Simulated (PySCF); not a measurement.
A structure optimised at PBE-D3(BJ)/def2-SVP, used in a PySCF frequency run:

```xyz
12

N     -2.2259    -1.2358     0.7545
C     -1.5425    -0.3348    -0.1862
Si     0.2147     0.0999     0.3733
N      1.0817    -1.3974     0.5574
Cl     1.0862     1.4502    -0.9985
H     -2.3673    -0.7555     1.6535
H     -1.6030    -2.0268     0.9720
H     -2.1409     0.5898    -0.3299
H     -1.4994    -0.8055    -1.1945
H      0.2379     0.7545     1.7242
H      1.9271    -1.3965     1.1350
H      1.2381    -1.9701    -0.2781
```
Charge 0, spin multiplicity 1.

Write its SMILES and formula.

NC[Si@@H](N)Cl, CH₇ClN₂Si

What are its rotational constants (standard atomic weights)?

4.9537, 1.7526, 1.4005 GHz
